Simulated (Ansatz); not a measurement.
C$_{3}$H$_{7}$O (SMILES CC(C)[O-]), charge -1, singlet, at a GFN2-xTB geometry (a gas-phase anion, which may not be bound at this level); Ansatz (an electronic-structure program) with CCSD(T)/STO-3G.

Input for Ansatz:
Ansatz 0.2 input:
```yaml
crystal:
  periodic: [false, false, false]
  atoms:
    - {symbol: O, position_ang: [0.08899710, 1.43088420, -0.08118659]}
    - {symbol: C, position_ang: [0.01343825, 0.20025079, 0.32899196]}
    - {symbol: H, position_ang: [0.01001676, 0.09169714, 1.48797866]}
    - {symbol: C, position_ang: [-1.29684950, -0.56613889, -0.11540926]}
    - {symbol: C, position_ang: [1.21578017, -0.72282944, -0.12266765]}
    - {symbol: H, position_ang: [-1.33010427, -0.62689202, -1.20297656]}
    - {symbol: H, position_ang: [1.23496983, -0.78685306, -1.21038645]}
    - {symbol: H, position_ang: [-2.16956349, -0.00875399, 0.22242518]}
    - {symbol: H, position_ang: [2.15291093, -0.27830859, 0.20993858]}
    - {symbol: H, position_ang: [-1.33652727, -1.57585545, 0.30207714]}
    - {symbol: H, position_ang: [1.13210721, -1.72980240, 0.29494585]}
basis:
  gaussian:
    orbitals: STO-3G
total_charge: -1
magnetization: {spin_polarized: false}
correlation: {method: ccsd_t, electrons: outside_noble_gas}
accuracy: high
```

Output, abridged:

```
Functional definition: HF
558 factors; integrals over basis functions are off by at most 3.7e-9 eV
mean field evaluation 1: about -5162.7248 eV, gradient 3.3e1 eV
mean field evaluation 2: about -5162.9882 eV, gradient 3.4e1 eV
mean field evaluation 4: about -5166.8189 eV, gradient 2.6e0 eV
mean field evaluation 8: about -5166.8519 eV, gradient 4.6e-2 eV
mean field evaluation 16: about -5165.9031 eV, gradient 1.5e1 eV
mean field -5166.85192464 eV, -189.8783060125 hartree, gradient 7.1e-9 eV, S^2 0.000000; 0 other end points of the search recorded, 0 dependent functions left out
4 core orbitals not correlated
reference -5166.85192464 eV, -189.8783060125 hartree; 13, 13 occupied and 10, 10 virtual orbitals, 558 factors
second order -5.12043729 eV of doubles, -0.00000000 eV of singles
cycle   1  -6.04657769 eV  change   -9.3e-1 eV  update   9.7e-2
cycle   2  -6.48480383 eV  change   -4.4e-1 eV  update   3.2e-2
cycle   3  -6.62506695 eV  change   -1.4e-1 eV  update   1.8e-2
cycle   4  -6.62990378 eV  change   -4.8e-3 eV  update   3.7e-3
cycle   5  -6.62833683 eV  change    1.6e-3 eV  update   1.1e-3
cycle   6  -6.62770262 eV  change    6.3e-4 eV  update   4.1e-4
cycle   7  -6.62747544 eV  change    2.3e-4 eV  update   1.1e-4
cycle   8  -6.62738519 eV  change    9.0e-5 eV  update   4.3e-5
cycle   9  -6.62738716 eV  change   -2.0e-6 eV  update   9.4e-6
cycle  10  -6.62738510 eV  change    2.1e-6 eV  update   2.8e-6
cycle  11  -6.62738333 eV  change    1.8e-6 eV  update   1.1e-6
cycle  12  -6.62738367 eV  change   -3.4e-7 eV  update   3.4e-7
cycle  13  -6.62738439 eV  change   -7.2e-7 eV  update   1.3e-7
cycle  14  -6.62738458 eV  change   -1.9e-7 eV  update   5.1e-8
cycle  15  -6.62738462 eV  change   -3.6e-8 eV  update   2.2e-8
cycle  16  -6.62738419 eV  change    4.3e-7 eV  update   1.2e-7
cycle  17  -6.62738415 eV  change    3.4e-8 eV  update   4.0e-8
cycle  18  -6.62738414 eV  change    1.2e-8 eV  update   1.2e-8
cycle  19  -6.62738414 eV  change    1.2e-9 eV  update   4.0e-9
cycle  20  -6.62738414 eV  change    1.5e-9 eV  update   1.6e-9
perturbative correction -0.13753771 eV, -0.0050544176 hartree
Total energy: -5173.61684649 eV, -190.1269123050 hartree
```
